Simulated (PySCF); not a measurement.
One of the candidates below gave these computed data.

All candidates are C6H14O.

- Rotational structure: rotational constants A, B, C: 6.139, 1.019, 0.924 GHz [PBE0-D3(BJ)/def2-SVP]
- UV, first state: lowest singlet excitation: 7.17 eV (173 nm, f = 0.033) [TDDFT CAM-B3LYP/def2-SVPD]
- Dipole: 1.08 D [CAM-B3LYP/def2-SVPD]
- 13C NMR: chemical shifts (computed TMS as zero) by class: 76.1 (1 C), 71.4 (1 C), 37.6 (1 C), 25.2 (1 C), 17.5 (1 C), 16.9 (1 C) ppm [GIAO PBE/pcSseg-1]
- XPS: C1s 290.3, C1s 290.4, C1s 290.4, C1s 290.6, C1s 291.8, C1s 292.0, O1s 538.1 eV [ΔSCF SCAN, pcX-2 on the ionised atom, pcseg-1 elsewhere, spin-free X2C]
- NMR, other nuclei: isotropic shieldings of nuclei other than C and H, by class: 263 (1 O) ppm [GIAO PBE/pcSseg-1]
- Polarisability: 81.6 au [CAM-B3LYP/def2-SVPD]
- UV, strongest line: among the 10 lowest singlet transitions: S3 at 8.11 eV (153 nm, f = 0.038) [TDDFT CAM-B3LYP/def2-SVPD]
- 1H NMR: chemical shifts (computed TMS as zero) by class: 3.44 (2 H), 3.40 (2 H), 1.42 (2 H), 1.39 (2 H), 1.22 (3 H), 0.97 (3 H) ppm [GIAO PBE/pcSseg-1]

The electronic properties come from PySCF, for the isolated species, density fitting. Levels stand in brackets. Isolated species at its PBE0-D3(BJ)/def2-SVP geometry (one conformer only). Each NMR value is the plain mean over a class of atoms that symmetry, rotation or inversion makes alike.

Question: Which candidate is it?
A. `CC(C)OC(C)C` (diisopropyl ether)
B. `CCCCOCC` (ethyl butyl ether)
C. `COCCC(C)C` (i-PeOMe)
D. `CC(C)(C)CCO` (3,3-dimethyl-1-butanol)
E. `CCCCCOC` (n-PeOMe)

Answer: B. It is `CCCCOCC`. Numbering: `[CH3:1][CH2:2][CH2:3][CH2:4][O:5][CH2:6][CH3:7]`. Its formula, C6H14O, gives 0 degrees of unsaturation, so no ring and no π bond. 6 carbons fall into 6 classes; from least to most shielded: sp3 carbon bound to oxygen [C4] (76.1 ppm), sp3 carbon bound to oxygen [C6] (71.4 ppm), chain CH2 carbon [C3] (37.6 ppm), chain CH2 carbon [C2] (25.2 ppm), methyl carbon [C7] (17.5 ppm), methyl carbon [C1] (16.9 ppm). Hydrogen classes from least to most shielded: 2 H on an sp3 carbon bound to oxygen, C4 (3.44 ppm), 2 H on an sp3 carbon bound to oxygen, C6 (3.40 ppm), 2 H on a chain CH2 carbon, C2 (1.42 ppm, a mean of values up to 0.9 ppm apart in this geometry), 2 H on a chain CH2 carbon, C3 (1.39 ppm), 3 H on a methyl carbon, C7 (1.22 ppm), 3 H on a methyl carbon, C1 (0.97 ppm). The other shieldings belong to: 263 ppm, ether oxygen [O5]. The core levels belong to: C1s 290.3 eV, chain CH2 carbon [C2]; C1s 290.4 eV, chain CH2 carbon [C3]; C1s 290.4 eV, methyl carbon [C1]; C1s 290.6 eV, methyl carbon [C7]; C1s 291.8 eV, sp3 carbon bound to oxygen [C4]; C1s 292.0 eV, sp3 carbon bound to oxygen [C6]; O1s 538.1 eV, ether oxygen [O5]. The optimised geometry has point group C1 and is an asymmetric top.

The others, at the same levels:
- `CC(C)OC(C)C` fails: its computed core binding energies are C1s 290.4 (×4), C1s 291.8 (×2), O1s 537.6 eV, strongest line among the 10 lowest singlet transitions is S6 at 8.95 eV (139 nm, f = 0.052) (against S3 at 8.11 eV) and rotational constant A is 4.097 GHz (against 6.139 GHz).
- `CCCCCOC` fails: its computed strongest line among the 10 lowest singlet transitions is S4 at 8.39 eV (148 nm, f = 0.043) (against S3 at 8.11 eV), rotational constant A is 13.666 GHz (against 6.139 GHz) and smallest rotational constant is 0.741 GHz (against 0.924 GHz).
- `COCCC(C)C` fails: its computed strongest line among the 10 lowest singlet transitions is S10 at 9.09 eV (136 nm, f = 0.058) (against S3 at 8.11 eV), rotational constant A is 5.105 GHz (against 6.139 GHz) and smallest rotational constant is 1.192 GHz (against 0.924 GHz).
- `CC(C)(C)CCO` fails: its computed lowest singlet excitation is 6.98 eV (178 nm, f = 0.008) (against 7.17 eV), static isotropic polarisability is 79.5 au (against 81.6 au) and rotational constant A is 4.138 GHz (against 6.139 GHz).

Each candidate is one conformer, not necessarily the lowest. The conformers computed, where there is a choice (atom-mapped SMILES and torsion angles):
- `[CH3:1][CH2:2][CH2:3][CH2:4][O:5][CH2:6][CH3:7]`: C1–C2–C3–C4 -178°, C2–C3–C4–O5 62°, C3–C4–O5–C6 -177°, C4–O5–C6–C7 180°
- `[CH3:1][CH:2]([CH3:3])[O:4][CH:5]([CH3:6])[CH3:7]`: C1–C2–O4–C5 -84°, C2–O4–C5–C6 153°
- `[CH3:1][CH2:2][CH2:3][CH2:4][CH2:5][O:6][CH3:7]`: C1–C2–C3–C4 180°, C2–C3–C4–C5 180°, C3–C4–C5–O6 179°, C4–C5–O6–C7 180°
- `[CH3:1][O:2][CH2:3][CH2:4][CH:5]([CH3:6])[CH3:7]`: C1–O2–C3–C4 179°, O2–C3–C4–C5 -57°, C3–C4–C5–C6 -60°
- `[CH3:1][C:2]([CH3:3])([CH3:4])[CH2:5][CH2:6][OH:7]`: C1–C2–C5–C6 180°, C2–C5–C6–O7 -177°, H–O7–C6–C5 -58°
